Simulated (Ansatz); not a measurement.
```yaml
crystal:
  periodic: [false, false, false]
  atoms:
    - {symbol: Cd, position_ang: [4.287839, -0.479170, -1.465075]}
    - {symbol: Cd, position_ang: [-0.060479, -2.019620, 0.607653]}
    - {symbol: Cd, position_ang: [-1.543716, 2.451336, 1.435306]}
    - {symbol: Cd, position_ang: [-3.552159, -0.131848, -0.143510]}
    - {symbol: Cd, position_ang: [-0.774777, 0.105618, 2.888010]}
    - {symbol: Cd, position_ang: [1.800118, 0.729685, -0.016806]}
    - {symbol: Se, position_ang: [1.817037, -0.631478, 2.120881]}
    - {symbol: Se, position_ang: [-2.150102, -2.043256, 2.046945]}
    - {symbol: Se, position_ang: [1.090447, 2.643087, -1.524549]}
    - {symbol: Se, position_ang: [0.984749, -1.629508, -1.785419]}
    - {symbol: Se, position_ang: [-1.082501, 1.528506, -1.324936]}
    - {symbol: Se, position_ang: [-0.816478, -0.523365, -2.838510]}
basis:
  gaussian: {orbitals: def2-TZVP, initial_orbitals: start.molden}
total_charge: -1
magnetization: {spin_polarized: true, initial_magnetization: 1}
hamiltonian: {xc: pbe0, dispersion: d4}
scf: {omitted_lower_state_checks: [starts]}
output: {orbitals: {seedname: orbitals}}
```

The file start.molden holds the orbitals of an earlier run on this structure, at another level or in another basis.

```sh
$ ansatz run in.yaml --threads 4 --pin off --events-out ev --progress --plain --max-ram 6963MiB
```

Task: Does this run fit into the memory that it is given?

Result: No. It has 528 basis functions, and Ansatz plans for 17 GiB where 7 GiB are given.
